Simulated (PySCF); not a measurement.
Ligands exchanged one at a time, B NH2-H. Gas-phase values, no solvent. Strings in code marks are SMILES.

The S1 excitation (TDA) from two functionals at the same geometries (B3LYP-D3(BJ)/def2-TZVP), both in PySCF: PBE-D3(BJ)/def2-TZVP and M06-2X/def2-TZVP. Excitations are Tamm–Dancoff values on a coarser integration grid. The basis has no diffuse functions, so Rydberg states are missing or too high.

| species | PBE-D3(BJ)/def2-TZVP (eV) |
|---|---|
| 0 of 3 NH2 replaced by H (`NB(N)N`) | 5.24 |
| 1 of 3 NH2 replaced by H | 5.87 |
| 2 of 3 NH2 replaced by H (`NB`) | 6.96 |

Task: What does M06-2X/def2-TZVP give for each?

Result: 
- 0 of 3 NH2 replaced by H (`NB(N)N`): 6.31
- 1 of 3 NH2 replaced by H: 6.68
- 2 of 3 NH2 replaced by H (`NB`): 7.24
Over these rows, drawn at random from the members with no instability flagged (it was tested for open shells, ions and some series alone), PBE minus M06-2X: mean -0.72 eV, from -1.07 eV to -0.28 eV.
